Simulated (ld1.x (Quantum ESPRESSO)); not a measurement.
Which change was made? (B, TM)

ld1.x (Quantum ESPRESSO) 7.5 input, shortened:

```
&input
   title='B', zed=5., rel=1, dft='PBE', iswitch=3,
   config='[He] 2s2 2p1'
 /
 &inputp
   pseudotype=2, tm=.true., lloc=-2, rcloc=1.80,
   nlcc=.false.
 /
2
2S  1  0   2.00   0.00  1.05  1.05  0.0
2P  2  1   1.00   0.00  2.15  2.15  0.0
 &test
   configts(1)='2s2 2p1'
 /
```

Cutoffs, loose and tight: the cutoffs (Ry, on a coarse ladder) from which the occupation-weighted sum of valence levels, in a spherical-Bessel basis at the reference potential, stays within 10 and 1 mRy of its value at 400 Ry. They do not see the model core or the augmentation charge, which bear on the density cutoff. Test errors are all-electron minus pseudo excitation energies from the reference, over the configurations 2s2 2p0; 2s1 2p0; 2s2 2p0.5; 2s0 2p3; 2s2 2p1.3; 2s1 2p2; 2s1 2p1; variants that change the core or the reference have their own tests.

The base gives: outcome: generated; cutoff, loose: 45 Ry; cutoff, tight: 110 Ry; bound ghosts: none; largest test error (meV): +122.

Question: After one change the result is: outcome: generated; cutoff, loose: 45 Ry; cutoff, tight: 110 Ry; bound ghosts: none; largest test error (meV): +180. Which change was it?
A. wave 2s (bound): rc 1.05 bohr becomes 2s (bound): rc 0.90 bohr
B. type ultrasoft; waves now 2s (bound): rcut 0.90, rcutus 1.05 bohr; 2s channel at -0.2 Ry: rcut 0.90, rcutus 1.05 bohr; 2p (bound): rcut 1.85, rcutus 2.15 bohr; 2p channel at 0.95 Ry: rcut 1.85, rcutus 2.15 bohr; local potential all-electron potential smoothed inside 1.25 bohr (lloc = -1); augmentation PSQ, radius 0.85 bohr
C. local potential all-electron potential smoothed inside 2.40 bohr (lloc = -2)
D. all radii scaled by about 1.41 (s 1.48, p 3.02 bohr); local potential all-electron potential smoothed inside 2.52 bohr (lloc = -2)
E. core correction a·sin(br)/r model core inside 1.08 bohr

Answer: C. The others give: wave 2s (bound): rc 1.05 bohr becomes 2s (bound): rc 0.90 bohr → outcome: generated; cutoff, loose: 90 Ry; cutoff, tight: 180 Ry; bound ghosts: none; largest test error (meV): +131 | core correction a·sin(br)/r model core inside 1.08 bohr → outcome: generated; cutoff, loose: 45 Ry; cutoff, tight: 110 Ry; bound ghosts: none; largest test error (meV): +93 | all radii scaled by about 1.41 (s 1.48, p 3.02 bohr); local potential all-electron potential smoothed inside 2.52 bohr (lloc = -2) → outcome: generated; cutoff, loose: 18 Ry; cutoff, tight: 50 Ry; bound ghosts: none; largest test error (meV): +322 | type ultrasoft; waves now 2s (bound): rcut 0.90, rcutus 1.05 bohr; 2s channel at -0.2 Ry: rcut 0.90, rcutus 1.05 bohr; 2p (bound): rcut 1.85, rcutus 2.15 bohr; 2p channel at 0.95 Ry: rcut 1.85, rcutus 2.15 bohr; local potential all-electron potential smoothed inside 1.25 bohr (lloc = -1); augmentation PSQ, radius 0.85 bohr → outcome: failed: chargeps: negative rho.
